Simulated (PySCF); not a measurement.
These compounds are isomers of formula C₉H₉FO₂.

A. `CCOC(=O)c1ccc(F)cc1`
B. `CO[C@]1(F)COc2ccccc21`
C. `InChI=1S/C9H9FO2/c1-2-12-9(11)7-5-3-4-6-8(7)10/h3-6H,2H2,1H3`
D. `FCc1ccc2c(c1)OCCO2`

Spectrum 1. ¹H NMR (300 MHz, computed): δ 7.83 (m, 1H), 7.69 (m, 1H), 7.21 (m, 1H), 7.18 (d, 1H), 4.84 (m, 1H), 4.70 (m, 1H), 3.88 (s, 3H). ¹³C{¹H} NMR (computed): δ 170.2 (C), 137.2 (CH), 131.5 (CH), 127.5 (C), 126.2 (C), 124.1 (CH), 116.7 (CH), 85.1 (CH2), 53.1 (CH3).

Spectrum 2. ¹H NMR (300 MHz, computed): δ 8.64 (m, 1H), 7.78 (m, 1H), 7.50 (m, 1H), 7.40 (m, 1H), 4.69 (q, 2H), 1.45 (t, 3H). ¹³C{¹H} NMR (computed): δ 173.2 (C), 171.7 (C), 140.7 (CH), 140.5 (CH), 128.6 (CH), 123.4 (C), 122.7 (CH), 63.5 (CH2), 16.5 (CH3).

Spectrum 3. ¹H NMR (300 MHz, computed): δ 8.58 (m, 2H), 7.40 (m, 2H), 4.45 (q, 2H), 1.53 (t, 3H). ¹³C{¹H} NMR (computed): δ 176.3 (C), 171.2 (C), 139.2 (CH), 130.9 (C), 120.9 (CH), 64.4 (CH2), 16.0 (CH3).

Spectrum 4. ¹H NMR (300 MHz, computed): δ 7.41 (m, 1H), 7.32 (m, 1H), 6.82 (m, 1H), 5.88 (m, 2H), 4.18 (m, 2H), 4.17 (m, 2H). ¹³C{¹H} NMR (computed): δ 150.0 (C), 148.9 (C), 137.2 (C), 123.9 (CH), 121.1 (CH), 116.6 (CH), 86.5 (CH2), 67.2 (CH2), 67.2 (CH2).

PySCF 2.14 calculation with GIAO PBE0/pcSseg-1 shieldings and GFN2-xTB geometry; one averaged value for each set of equivalent atoms, no solvent model, relativity neglected, single conformer.

Scale: ¹H and ¹³C vs TMS (reference shieldings calculated alike). Splittings of carbon signals by F and P are missing where no couplings were computed. Where no couplings were computed, multiplicities follow the n + 1 count of equivalent neighbours, and m marks all less simple cases (inequivalent or close neighbours, rings, F or P nearby). Shifts are as computed. Against solution values, carbons near 30 ppm lie about +3 ppm off and those near 130 ppm about +5 ppm. Of 1211 compounds with measured shifts, 218 miss one by over three times the rms of a fit or turn the order of signals round; such compounds aren't used in these exercises.

Question: Which spectrum belongs to which compound?

Answer: 1–B, 2–C, 3–A, 4–D.

- Spectrum 1 (B): 9 ¹³C signals; δC 170.2 is an aromatic carbon bearing oxygen; δC 137.2 is an aromatic CH.
- Spectrum 2 (C): 9 ¹³C signals; δC 173.2 is an aromatic carbon bearing fluorine; δC 171.7 is an ester carbonyl carbon.
- Spectrum 3 (A): 7 ¹³C signals; δC 176.3 is an aromatic carbon bearing fluorine; δC 171.2 is an ester carbonyl carbon.
- Spectrum 4 (D): 9 ¹³C signals; δC 150.0 is an aromatic carbon bearing oxygen; δC 148.9 is an aromatic carbon bearing oxygen.
